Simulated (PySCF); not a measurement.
CH₃Si, SMILES [SiH]=C (connectivity only; charge and spin as stated), charge +1, multiplicity 1.

The structure is a stationary point at r2SCAN-D4/def2-TZVP. The geometry has at least one imaginary mode, so it is a saddle point at that level. The multiplicity is an assumed one; other spin states were not compared. The isomer is the one that the SMILES or the coordinates give; other isomers of the formula were not compared.

Two levels are set side by side: PBE/def2-TZVPD (PySCF) and CAM-B3LYP/def2-TZVPD (PySCF). Same geometry, gas phase. Differences are taken from unrounded values.

```tsv
quantity	CAM-B3LYP
orbital gap (eV)	6.48
highest occupied level (eV)	-14.82
lowest empty level (eV)	-8.34
mean polarisability (bohr³)	34.9
```

Task: What does PBE give, and how far is it from CAM-B3LYP? (The exact figures need the calculation; the answer reports its results.)

Result: 
```csv
quantity,PBE,PBE minus CAM-B3LYP
orbital gap (eV),2.17,-4.31
highest occupied level (eV),-12.58,2.24
lowest empty level (eV),-10.41,-2.07
mean polarisability (bohr³),35.2,0.3
```

Without exact exchange PBE keeps part of each electron's self-repulsion, which lifts occupied levels and narrows the gap. Differences between two approximate levels are no errors against the true value.

Rough cost on one machine, each run with all the roots and properties that it gave: CAM-B3LYP against PBE within a factor of 2.
